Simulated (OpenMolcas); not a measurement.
Potential curves of ZrF: spin-free states

Calculated with OpenMolcas 26.06: state-averaged CASSCF(9,9) over Zr 5s 4d, F 2p, XMS-CASPT2 (IPEA 0.25, imaginary shift 0.2 hartree), scalar X2C, ANO-RCC-VDZP, then RASSI spin–orbit state interaction with atomic mean-field integrals. C2 symmetry about the axis (a holds Σ, Δ, Γ; b holds Π, Φ, H; Σ⁺ and Σ⁻ are not told apart); roots by multiplicity and irrep: 2a 9, 4a 4.

XMS-CASPT2 energies in eV from the lowest point. Curves are followed by energy order within each symmetry, so they are adiabatic and may change character at avoided crossings; Σ⁺ and Σ⁻ are counted together.

| R (Å) | (1)2Δ | (1)4Σ | (1)4Δ | (1)2Γ | (3)2Σ | (2)4Σ |
| --- | --- | --- | --- | --- | --- | --- |
| 1.689 | 0.589 | 1.160 | 2.450 | 2.142 | 3.210 | 4.002 |
| 1.764 | 0.171 | 0.668 | 1.786 | 1.646 | 2.633 | 3.273 |
| 1.821 | 0.030 | 0.471 | 1.460 | 1.450 | 2.382 | 2.913 |
| 1.877 | 0.000 | 0.385 | 1.282 | 1.365 | 2.251 | 2.675 |
| 1.943 | 0.072 | 0.391 | 1.146 | 1.367 | 2.214 | 2.517 |
| 2.008 | 0.213 | 0.480 | 1.133 | 1.456 | 2.267 | 2.456 |

Left out for impure symmetry, kinks or missing points, though low: (1)2Σ, (2)2Σ, (2)2Δ. Only roots inside an energy window near the equilibrium distance were included, so the list of states is not complete; labels number the states computed. Each spin and symmetry block has orbitals of its own, averaged over its own roots, so gaps between blocks are less sure than gaps within one and near the minimum can be off by tenths of an eV, in bad cases by more. No Rydberg orbitals are active, so Rydberg states, and σ→σ* states whose orbital the CASSCF left unused, can be missing between those listed. No roots were computed in blocks 2b, 4b (none fell in the window or the block failed), so states of that kind are missing and can lie low or lowest. For d and f metals this valence active space lacks a second d shell: the order of states is not reliable within half an eV or more, and the lowest computed state need not be the true ground state. Points that failed a check (symmetry, reference weights, a jump) are left out.
